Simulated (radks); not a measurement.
Polarisability of the nickel ion Ni3+, [Ar] 3d7, at imaginary frequency. Method: non-relativistic Kohn-Sham, LDA (Slater exchange, Perdew-Wang correlation), spin-polarised, spherical densities, point nucleus; open shells are filled with parallel spins first; computed with a radial shooting solver on a logarithmic mesh with Libxc functionals. Response by self-consistent Sternheimer equations with the Hartree and adiabatic LDA kernel.

| w (hartree) | alpha1(iw) (bohr^3) |
|---|---|
| 0.00266 | 1.744 |
| 0.0143 | 1.744 |
| 0.0360 | 1.743 |
| 0.0697 | 1.739 |
| 0.118 | 1.729 |
| 0.186 | 1.709 |
| 0.280 | 1.667 |
| 0.413 | 1.592 |
| 0.605 | 1.466 |
| 0.892 | 1.281 |
| 1.35 | 1.039 |
| 2.12 | 0.7524 |
| 3.59 | 0.4500 |
| 6.94 | 0.1933 |
| 17.5 | 0.04527 |

Static values: alpha1 = 1.744 bohr^3 (0.2584 angstrom^3; uncoupled 2.142). C6 = 4.136, triple-dipole C9 = 4.882 atomic units. One-pole (London) frequency 4 C6 / (3 alpha1^2) = 1.813 hartree, against 1.683 for minus the highest occupied eigenvalue. The dipole shielding factor is 0.893, as the force sum rule N/Z = 0.893 demands.
